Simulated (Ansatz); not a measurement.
```yaml
crystal:
  periodic: [false, false, false]
  atoms:
    - {symbol: F, position_ang: [-0.769868, -0.305742, 1.511608]}
    - {symbol: Ge, position_ang: [0.068831, 0.099312, 0.064326]}
    - {symbol: Cl, position_ang: [1.458301, -1.465121, -0.279250]}
    - {symbol: Br, position_ang: [-1.474461, 0.157922, -1.600829]}
    - {symbol: H, position_ang: [0.767097, 1.440029, 0.262645]}
basis:
  gaussian: {orbitals: def2-TZVP}
hamiltonian: {xc: {name: HF}}
correlation: {active_space: {window: {electrons: 3, orbitals: 2}}}
```

```sh
$ ansatz run in.yaml --threads 4 --pin off --events-out ev --progress --plain --max-ram 10444MiB
```

Output, abridged:

```
Functional definition: HF
1125 factors; integrals over basis functions are off by at most 8.7e-4 eV
mean field evaluation 1: about -141700.7334 eV, gradient 3.3e1 eV
mean field evaluation 2: about -141700.8820 eV, gradient 3.4e1 eV
mean field evaluation 4: about -141703.1715 eV, gradient 2.3e0 eV
mean field evaluation 8: about -141703.2062 eV, gradient 2.4e-1 eV
mean field -141703.20648703 eV, -5207.4967885151 hartree, gradient 7.4e-6 eV, S^2 0.000000; 0 other end points of the search recorded, 0 dependent functions left out
reference -141703.20648703 eV, -5207.4967885151 hartree; 47, 47 occupied and 123, 123 virtual orbitals, 1125 factors
Error: 3 electrons in 2 orbitals form no window around the highest filled level of the reference
```

**Question.** What is wrong with this run?

**Answer.** The active space doesn't fit the electrons. The run stopped with an error.
